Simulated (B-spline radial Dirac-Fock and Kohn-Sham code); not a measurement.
**Nb³⁺: non-radiative channels of the M4 vacancy**

System: Nb³⁺ in the configuration 1s2 2s2 2p6 3s2 3p6 3d10 4s2 4p6 4d2, inside a Watson sphere of charge -3 and radius 1.8 Å (a model of the Madelung potential; inside it an electron's potential energy is raised by 24.0 eV).

Calculated with a radial finite-basis atomic code, using independent-particle rates on relativistic LDA orbitals of the hole state (multipoles up to L = 3, Coulomb Auger matrix elements, transition energies from Dirac-Fock). Kinetic energies are configuration averages from the vacuum level; the two-hole energies are estimated from single-hole states.

| transition | kinetic energy (eV) | width (meV) | share (%) |
| --- | --- | --- | --- |
| M4-N1N1 | 49.57 | 3.22 | 3.6 |
| M4-N1N2 | 80.74 | 13.3 | 14.8 |
| M4-N1N3 | 83.07 | 15.7 | 17.5 |
| M4-N2N3 | 110.4 | 6.12 | 6.8 |
| M4-N3N3 | 112.4 | 3.34 | 3.7 |
| M4-N1N4 | 119.1 | 12.1 | 13.5 |
| M4-N1N5 | 119.3 | 2.38 | 2.7 |
| M4-N2N5 | 147.7 | 0.951 | 1.1 |
| M4-N2N4 | 148.1 | 8.58 | 9.5 |
| M4-N3N4 | 149.8 | 19.1 | 21.3 |
| M4-N3N5 | 150.4 | 0.943 | 1.0 |
| M4-N4N4 | 186.1 | 1.29 | 1.4 |
| M4-N4N5 | 186.3 | 2.70 | 3.0 |

The listed channels hold 100 % of the non-radiative rate. Summed by principal shells, of 0.0898 eV in all: MNN 100.0 %.
